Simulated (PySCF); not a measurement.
Au2H2S2Si, SMILES [Au][S][SiH2][S][Au], multiplicity 1. Atoms are numbered in the order given.

```xyz
7

Au    -0.0008    -0.2417    -3.3682
S     -0.0003     1.2944    -1.6589
Si     0.0077    -0.0937     0.0000
S     -0.0003     1.2944     1.6589
Au    -0.0008    -0.2417     3.3682
H     -1.1956    -0.9691     0.0000
H      1.2213    -0.9549     0.0000
```

Coordinates come from a B3LYP-D3(BJ)/def2-SVP optimisation. The spin state was assumed, not searched. The def2 effective core potentials stand for the cores of Au; spin–orbit coupling is left out. Other conformers were not sampled.

Computed with PySCF with TDDFT-PBE/def2-SVPD.

Vertical excitations. Gas-phase values at a fixed geometry. State labels are in the subgroup Cs.

| state | symmetry | energy (eV) | λ (nm) | f | main pairs |
|---|---|---|---|---|---|
| S1 | A" | 1.33 | 935 | 0.000 | HOMO→LUMO 98 % |
| S2 | A' | 1.41 | 880 | 0.001 | HOMO−1→LUMO 96 % |
| S3 | A' | 1.92 | 646 | 0.003 | HOMO→LUMO+1 96 % |
| S4 | A" | 1.99 | 623 | 0.000 | HOMO−1→LUMO+1 98 % |
| S5 | A' | 2.48 | 500 | 0.006 | HOMO−2→LUMO 90 % |
| S6 | A" | 2.59 | 478 | 0.111 | HOMO−3→LUMO 86 % |
| S7 | A" | 2.80 | 443 | 0.032 | HOMO−4→LUMO 83 % |
| S8 | A' | 3.05 | 406 | 0.002 | HOMO−5→LUMO 86 % |
| S9 | A' | 3.06 | 405 | 0.000 | HOMO−6→LUMO 99 % |
| S10 | A" | 3.08 | 402 | 0.010 | HOMO−8→LUMO 66 %, HOMO−2→LUMO+1 25 % |
| T1 | A" | 1.09 | 1135 | 0 | HOMO→LUMO 97 % |
| T2 | A' | 1.21 | 1029 | 0 | HOMO−1→LUMO 93 % |
| T3 | A' | 1.66 | 748 | 0 | HOMO→LUMO+1 93 % |
| T4 | A" | 1.78 | 698 | 0 | HOMO−1→LUMO+1 97 % |
Triplets are in the Tamm–Dancoff approximation, which puts them higher than full response would, so one can lie above its singlet here.
